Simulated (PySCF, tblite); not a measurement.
Isomers of C7H12N2Si. Level: GFN2-xTB in tblite, geometry and Hessian alike; calculated harmonic values, unscaled, isolated species. The method is semi-empirical: single wavenumbers can be off by several per cent or more. Modes of hydrogen on silicon can be 10 to 20 % off. One conformer each.

Electronic energies: PBE0/pcSseg-1 single points on the GFN2-xTB geometries (PySCF, gas phase).

```json
{"SMILES": "Cc1ccccc1NN[SiH3]", "electronic energy, lowest = 0 (kcal/mol)": "19.4"}
{"SMILES": "C#CC[C@H](CCC#N)N[SiH3]", "electronic energy, lowest = 0 (kcal/mol)": "56.5"}
{"SMILES": "CCN[SiH2]c1ccccn1", "electronic energy, lowest = 0 (kcal/mol)": "0.0"}
```

Q: How do GFN2-xTB zero-point energies change the relative energies?

A: 
| SMILES | ZPE (kcal/mol) | of it from modes above 1550 cm⁻¹ | electronic (kcal/mol) | with ZPE, lowest = 0 (kcal/mol) | lowest mode (cm⁻¹) | rings |
| --- | --- | --- | --- | --- | --- | --- |
| CCN[SiH2]c1ccccn1 | 109.0 | 54.7 | 0.0 | 0.0 | 18i | 1 |
| Cc1ccccc1NN[SiH3] | 107.3 | 54.5 | 19.4 | 17.7 | 49 | 1 |
| C#CC[C@H](CCC#N)N[SiH3] | 105.6 | 55.7 | 56.5 | 53.1 | 30 | 0 |

The zero-point energies span 3.4 kcal/mol, from `C#CC[C@H](CCC#N)N[SiH3]` to `CCN[SiH2]c1ccccn1`. Slightly imaginary modes are left out of the zero-point energy: `CCN[SiH2]c1ccccn1` 17.9i cm⁻¹. The order is unchanged.

Q: And how do the electronic energies of GFN2-xTB itself compare?

A: `CCN[SiH2]c1ccccn1` 0.0; `Cc1ccccc1NN[SiH3]` 4.6; `C#CC[C@H](CCC#N)N[SiH3]` 47.5 kcal/mol, lowest = 0. Against the energies above, taken from the same isomer `CCN[SiH2]c1ccccn1`, the largest difference is 14.8 kcal/mol.
